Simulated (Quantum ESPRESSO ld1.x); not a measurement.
All-electron atom: Yb in [Xe] 4f14 6p2 (not the ground configuration). Calculated with ld1.x of Quantum ESPRESSO 7.5: Dirac Kohn-Sham, PBE, spin-unpolarised, spherical densities, point nucleus; open shells are shared between the two j in proportion to 2j + 1.

Unscreened Slater integrals over Kohn-Sham orbitals (eV). Large and small components are both included.

integral,value
"F0(6p3/2,6p3/2)",4.6211
"F2(6p3/2,6p3/2)",2.4913
"F0(6p3/2,6p1/2)",4.7732
"G2(6p3/2,6p1/2)",2.5379
"F0(6p3/2,4f7/2)",6.0944
"F2(6p3/2,4f7/2)",0.52002
"G2(6p3/2,4f7/2)",0.13508
"G4(6p3/2,4f7/2)",0.11774
"F0(6p3/2,4f5/2)",6.0997
"F2(6p3/2,4f5/2)",0.50265
"G2(6p3/2,4f5/2)",0.12834
"G4(6p3/2,4f5/2)",0.11232
"F0(6p1/2,6p1/2)",4.9476
"F0(6p1/2,4f7/2)",6.5269
"G4(6p1/2,4f7/2)",0.13731
"F0(6p1/2,4f5/2)",6.5330
"G2(6p1/2,4f5/2)",0.14961
"F0(4f7/2,4f7/2)",32.660
"F2(4f7/2,4f7/2)",15.011
"F4(4f7/2,4f7/2)",9.3275
"F6(4f7/2,4f7/2)",6.6862
"F0(4f7/2,4f5/2)",33.057
"F2(4f7/2,4f5/2)",15.224
"F4(4f7/2,4f5/2)",9.4655
"G2(4f7/2,4f5/2)",15.180
"G4(4f7/2,4f5/2)",9.4392
"G6(4f7/2,4f5/2)",6.7680
"F0(4f5/2,4f5/2)",33.463
"F2(4f5/2,4f5/2)",15.447
"F4(4f5/2,4f5/2)",9.6098
